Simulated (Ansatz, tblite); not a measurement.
Removing an electron: MgSe₂⁻ (the lowest doublet isomer of a short search). The state is a doublet with charge -1. Geometry: PBE0-D4/def2-TZVPD. Ansatz, gas phase; energy differences of separate SCF runs; the oxidised species is a triplet (the singlet lies 1.44 eV higher at PBE0-D4/def2-TZVPD).

```xyz
3

Mg   -0.0029   -0.0008    0.0007
Se   -0.3220   -0.3857   -2.3268
Se    0.3249    0.3864    2.3262
```

The xTB rows come from tblite. HOMO above LUMO, or a gap near zero within one spin, warns that the state may not be the lowest or that an electron is smeared out. The structure comes from a short search, and lower isomers may exist.

```json
{"level": "GFN1-xTB", "−HOMO (eV)": "–", "vertical IE (eV)": "6.58", "−LUMO (eV)": "–", "HOMO–LUMO gap (eV)": "–", "remarks": "–"}
{"level": "PBE-D4/def2-TZVPD", "−HOMO (eV)": "0.90", "vertical IE (eV)": "3.29", "−LUMO (eV)": "0.87", "HOMO–LUMO gap (eV)": "0.04", "remarks": "gap within one spin near zero (-1 doublet)"}
{"level": "PBE0-D4/def2-TZVPD", "−HOMO (eV)": "1.45", "vertical IE (eV)": "3.00", "−LUMO (eV)": "0.36", "HOMO–LUMO gap (eV)": "1.08", "remarks": "–"}
```

**Question.** Estimate the rows for GFN2-xTB, r2SCAN-D4/def2-TZVPD.

**Answer.** 
```tsv
level	−HOMO (eV)	vertical IE (eV)	−LUMO (eV)	HOMO–LUMO gap (eV)
GFN2-xTB	–	8.41	–	–
r2SCAN-D4/def2-TZVPD	1.13	3.20	0.87	0.26
```

  HOMO and LUMO are the levels of the spin that leaves or enters (xTB has no such levels and no spin-polarisation term). Other spin states of the ions may lie lower, which would lower the ionisation energy or raise the affinity. Raw xTB energy differences between charge states are shifted by several eV; the methods need an empirical correction for them.
